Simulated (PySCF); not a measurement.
First SCF of a structure search on singlet Sr₂S₂, at a hand-made rhombic ring geometry. PySCF input:

```python
from pyscf import gto, scf, dft
mol = gto.M(atom='''
Sr     2.082000     0.000000     0.000000
Sr    -2.082000     0.000000     0.000000
S      0.000000     2.232700     0.000000
S      0.000000    -2.232700     0.000000''',
    basis={'Sr': 'def2-TZVP', 'S': 'def2-TZVP'},
    ecp={'Sr': 'def2-TZVP'},
    charge=0, spin=0)
mf = dft.RKS(mol, xc='PBE0')
mf.grids.atom_grid = (50, 194)
aux = {'Sr': 'def2-universal-JKFIT', 'S': 'def2-universal-JKFIT'}
mf = mf.density_fit(auxbasis=aux)
mf.conv_tol = 1e-08
mf.diis_space = 10
mf.max_cycle = 60
mf.init_guess = 'minao'
mf.verbose = 4
mf.kernel()
```

Excerpt of the output (cycles and frontier levels):

```
init E= -854.230926778492
  HOMO = -0.465009870060742  LUMO = -0.316737182048401  gap/eV = 4.03471
cycle= 1 E= -857.451231135475  delta_E= -3.22  |g|= 0.76  |ddm|= 3.76
  HOMO = -0.0350657766644061  LUMO = -0.0310195032641186  gap/eV = 0.11010
cycle= 2 E= -855.855734947805  delta_E=  1.6  |g|= 1.87  |ddm|= 3.38
  HOMO = -0.202937729082461  LUMO = -0.0712035963464091  gap/eV = 3.58467
cycle= 3 E= -857.623894665846  delta_E= -1.77  |g|= 0.319  |ddm|= 2.91
  HOMO = -0.174918063763811  LUMO = -0.0794637342581538  gap/eV = 2.59744
cycle= 4 E= -857.662305243041  delta_E= -0.0384  |g|= 0.157  |ddm|= 0.552
  HOMO = -0.166733369248681  LUMO = -0.0731559908668547  gap/eV = 2.54637
cycle= 5 E= -857.669934529746  delta_E= -0.00763  |g|= 0.0305  |ddm|= 0.223
  HOMO = -0.163431679420177  LUMO = -0.0715114997697552  gap/eV = 2.50128
cycle= 6 E= -857.670241957903  delta_E= -0.000307  |g|= 0.00532  |ddm|= 0.0506
  HOMO = -0.164467441954867  LUMO = -0.0720611497129325  gap/eV = 2.51450
cycle= 7 E= -857.670252860772  delta_E= -1.09e-05  |g|= 0.00158  |ddm|= 0.00943
  HOMO = -0.164664488499997  LUMO = -0.0721317457610637  gap/eV = 2.51794
cycle= 8 E= -857.670253918525  delta_E= -1.06e-06  |g|= 0.000314  |ddm|= 0.00241
  HOMO = -0.164723690551764  LUMO = -0.0721650868319049  gap/eV = 2.51865
cycle= 9 E= -857.670253997348  delta_E= -7.88e-08  |g|= 3.13e-05  |ddm|= 0.00106
  HOMO = -0.164729924969359  LUMO = -0.0721702490005185  gap/eV = 2.51868
cycle= 10 E= -857.670253998437  delta_E= -1.09e-09  |g|= 8.2e-06  |ddm|= 0.000161
  HOMO = -0.164726716341619  LUMO = -0.0721692059581921  gap/eV = 2.51862
Extra cycle  E= -857.670253998424  delta_E= 1.25e-11  |g|= 1.2e-05  |ddm|= 2.6e-05
converged SCF energy = -857.670253998424
```

No lower solution of this spin was found by a stability analysis within the restricted form, which does not test spin polarisation.

The search for the lowest solution, with the stability check, took 8 s on 2 threads of a shared Intel Xeon Platinum 8488C (Sapphire Rapids) host, with 140 basis functions; the process peaked at 0.45 GiB.
